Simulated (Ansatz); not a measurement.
Two isomers of C2H8BClSi: A = `CC([SiH3])BCl`, B = `CBC([SiH3])Cl`.

Isolated molecules relaxed with PBE0-D4/def2-TZVP in Ansatz; ΔE leaves out vibrations. CCSD(T)/CBS is the MP2 limit (def2-TZVPP, def2-QZVPP) plus CCSD(T) − MP2 in def2-TZVPP, frozen cores. Functionals use def2-TZVPP. B3LYP here is the variant with VWN-RPA as its local correlation; programs differ in this. One conformer a species, not always the lowest.

(1) Which is lower in electronic energy at CCSD(T)/CBS, and by how much? (An estimate is asked.)

(2) Give E(B) − E(A) in kcal/mol with B3LYP-D4, CCSD/def2-TZVPP, PBE0-D4, CCSD(T)/def2-TZVPP, ωB97M-V, PBE-D4, r2SCAN-D4. (An estimate is asked.)

Largest T1 diagnostic: 0.011.

## Answers

(1) Ansatz gave: A, by 27.0 kcal/mol.

(2) Ansatz gave: B3LYP-D4 26.0, CCSD/def2-TZVPP 27.7, PBE0-D4 26.8, CCSD(T)/def2-TZVPP 27.8, ωB97M-V 26.6, PBE-D4 26.1, r2SCAN-D4 26.8. None reverses the order clearly.

In def2-TZVPP, CCSD(T) changes the Hartree–Fock value by +0.9 kcal/mol (the triples alone add +0.1 kcal/mol) and MP2 by +1.9 kcal/mol. From PBE to PBE0 (25 % exact exchange), in def2-TZVPP and without D4, E(B) − E(A) moves by +0.7 kcal/mol.
